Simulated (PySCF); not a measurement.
# Electron correlation in P+ (phosphorus, charge +1)

[Ne] 3s2 3p2, high-spin 3P determinant. All numbers are calculated (PySCF 2.14, the spin-free X2C one-electron Hamiltonian (Gaussian nucleus), in aug-cc-pVDZ-DK). Frozen: [Ne]; 4 electrons correlated.

MP2 pair energies summed by pair of shells (mhartree):

```csv
pair,energy,share (%)
3s-3p,-30.25,60.2
3s-3s,-14.63,29.1
3p-3p,-5.38,10.7
```

Total MP2 correlation energy: -50.26 mhartree.

Same-spin part -8.37 and opposite-spin part -41.89 mhartree; SCS-MP2 scales them by 1/3 and 6/5 to -53.05 mhartree.

```csv
level,correlation energy (mhartree)
CCSD,-70.96
(T),-1.04
CCSD(T),-72.00
```

Diagnostics: T1 = 0.0085, D1 = 0.0232, largest double amplitude 0.104.

Cost of the coupled-cluster step: 0.14 s of wall time on 1 thread of Neoverse-V2 (shared host), for 4 correlated electrons.
